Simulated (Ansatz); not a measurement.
Species: sum formula SnH₂Cl₂, net charge 0, singlet state. 
Coordinates optimised at B3LYP-D3(BJ)/def2-TZVP (Ansatz, a quantum-chemistry and plane-wave program):
SMILES: [Cl][SnH2][Cl]
```xyz
5

Cl    -1.8434     0.9288    -0.0368
Sn    -0.0184    -0.5309     0.0341
Cl     1.9031     0.7968    -0.0742
H     -0.0661    -1.4890    -1.3687
H     -0.0304    -1.3027     1.5482
```
Charge 0, spin multiplicity 1.

Basis-set convergence of Hartree-Fock and MP2 correlation energies (hartree) with Ansatz. Valence correlation only, unless marked. No spin-orbit coupling. The frozen core is the preceding noble-gas configuration, with the filled d and f shells of earlier blocks. In def2 rows, elements after Kr have scalar-relativistic effective core potentials.

```csv
basis,functions,E(HF),"E(corr, MP2)"
def2-SVPD,102,-1133.31316,-0.37791
def2-TZVPPD,192,-1133.62712,-0.48614
def2-QZVPPD,312,-1133.65451,-0.53183
```

Extrapolating the two largest sets (X = 3 and 4) as X^-3: E(corr) = (64·(-0.53183) - 27·(-0.48614))/37 = -0.5652 Eh, an estimate of the basis-set limit. The largest set recovers 94.1 % of it, the smallest 66.9 %.
